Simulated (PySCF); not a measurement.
Input for PySCF: R-B3LYP/6-31G* on CH6GaN (SMILES C[NH][GaH2]), a point of a torsion scan.

```python
from pyscf import gto, scf, dft, mp
from pyscf.data.elements import chemcore

mol = gto.M(
    atom='''
    C    -1.20077722    0.33851111    0.21396685
    N    -0.27342137   -0.76667844   -0.04524173
    Ga    0.36206585   -1.30431361   -1.66526808
    H    -1.96356016    0.34358329   -0.56775193
    H    -0.70703478    1.31605082    0.23656701
    H    -1.71154517    0.18825136    1.16949515
    H     0.29652365   -0.94601214    0.77809268
    H     1.52790663   -2.32884652   -1.67682099
    H    -0.34175671   -0.84247573   -2.97121788
    ''',
    basis='6-31g*',
    cart=True,
    charge=0, spin=0, verbose=3, max_memory=1800)
mf = dft.RKS(mol, xc='b3lyp')
mf.conv_tol = 1e-8
mf.max_cycle = 100
mf.kernel()
if not mf.converged:
    mf = mf.newton().run(mf.mo_coeff, mf.mo_occ)
```

The log:

```
converged SCF energy = -2021.08720830768
```

The calculation finished and met its thresholds.

Cost: roughly 7 core-seconds.
